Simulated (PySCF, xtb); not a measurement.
iodine monochloride (ClI), SMILES ClI.

Harmonic wavenumbers (cm⁻¹) from xtb 6.7.1 with GFN2-xTB at its own minimum, in rising order: 366.

Q: What does B3LYP-D3(BJ)/def2-TZVP (PySCF) give at its own minimum? (An estimate is asked for; the answer gives what the named calculation found.)

A: 375. Paired by order, the mean absolute difference is 9 cm⁻¹ and the zero-point energies are 0.5 and 0.5 kcal/mol.
